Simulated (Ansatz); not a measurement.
C3H8As (SMILES C[C](C)[AsH2]), doublet, at a GFN2-xTB geometry; B3LYP/6-31G* run with Ansatz (a first-principles code).

Input for Ansatz:
Ansatz 0.2 input:
```yaml
crystal:
  periodic: [false, false, false]
  atoms:
    - {symbol: C, position_ang: [-1.06519029, 1.78483099, 0.03108030]}
    - {symbol: C, position_ang: [-0.76655125, 0.36846721, -0.33389339]}
    - {symbol: C, position_ang: [-1.95211724, -0.52631047, -0.48317032]}
    - {symbol: As, position_ang: [0.91553816, -0.40089944, 0.22269269]}
    - {symbol: H, position_ang: [-1.54395907, 1.85767815, 1.01530513]}
    - {symbol: H, position_ang: [-1.75664549, 2.22927244, -0.68771601]}
    - {symbol: H, position_ang: [-0.15135721, 2.38131331, 0.05400838]}
    - {symbol: H, position_ang: [-2.65585291, -0.11386931, -1.20908699]}
    - {symbol: H, position_ang: [-2.50022148, -0.63413665, 0.46085300]}
    - {symbol: H, position_ang: [-1.64900049, -1.52122396, -0.81434270]}
    - {symbol: H, position_ang: [0.99654841, -1.34845491, -0.94467525]}
    - {symbol: H, position_ang: [1.75088179, 0.61717613, -0.50730393]}
basis:
  gaussian:
    orbitals: 6-31G*
hamiltonian:
  xc: b3lyp
magnetization: {spin_polarized: true, initial_magnetization: 1}
```

The log (banner, timings and long lists left out):

```
Functional definition: B3LYP
1021 factors; integrals over basis functions are off by at most 5.4e-4 eV
mean field evaluation 1: about -64067.1652 eV, gradient 3.8e1 eV
mean field evaluation 2: about -64059.2111 eV, gradient 5.3e1 eV
mean field evaluation 4: about -64074.4471 eV, gradient 3.3e0 eV
mean field evaluation 8: about -64074.6513 eV, gradient 1.7e-1 eV
mean field evaluation 16: about -64074.6516 eV, gradient 2.4e-4 eV
mean field -64074.65163354 eV, -2354.7000161737 hartree, gradient 7.6e-5 eV, S^2 0.754354; 0 other end points of the search recorded, 0 dependent functions left out
reference -64074.65186368 eV, -2354.7000246315 hartree; 30, 29 occupied and 66, 67 virtual orbitals, 1021 factors
Total energy: -64074.65186368 eV, -2354.7000246315 hartree
```
